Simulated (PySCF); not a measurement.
UHF on Dy(59+) (dysprosium, charge +59)

Configuration: [He] 2s2 2p3, high-spin 4S determinant. Calculation: PySCF 2.14, in an even-tempered Gaussian basis (15 s from 37 bohr⁻², ratio 2.5; 9 p from 48 bohr⁻², ratio 2.5; 5 d from 180 bohr⁻², ratio 2.7; 4 f from 270 bohr⁻², ratio 2.7); the non-relativistic Hamiltonian (point nucleus).

```
Total energy                                     : -6796.081292 hartree
One-electron energy                              : -7073.4226 hartree
Hartree (Coulomb) energy                         : 359.7715 hartree
Exchange energy                                  : -82.4302 hartree
Kinetic energy                                   : 6796.36522 hartree
⟨S²⟩                                             : 3.7500
⟨L²⟩                                             : 0.000
Sum of ⟨r⟩                                       : 0.4729 bohr
Sum of ⟨r²⟩                                      : 0.04502 bohr²
Density at the nucleus (Gaussians lack the cusp) : 199000 bohr⁻³
Spin density at the nucleus                      : -1.79 bohr⁻³
```

```tsv
shell	electrons	mean orbital energy (hartree)	rms radius, mean of both spins (bohr)
1s α	1	-2068.55299	0.0265
1s β	1	-2065.48517	0.0265
2s α	1	-483.58268	0.102
2s β	1	-477.89140	0.102
2p α	3	-474.40924	0.0872
```

A non-relativistic calculation at this Z misses sizeable relativistic shifts. Spin-orbit coupling, which splits the p, d and f shells strongly at this Z, is absent. Spin-orbit coupling is strong in this species (close to jj coupling), so the high-spin LS determinant is a model state, not a physical level.

Spin-orbit constants ζ (cm⁻¹) from the X2C one-electron operator on these orbitals (non-relativistic here): bare nucleus, nucleus screened by l(l+1)(2l+1)/3 electrons, and screened by the Breit-Pauli mean field of the electrons.

```json
{"shell": "2p", "bare": "3481000", "screened nucleus": "3376000", "mean field": "3339000"}
```
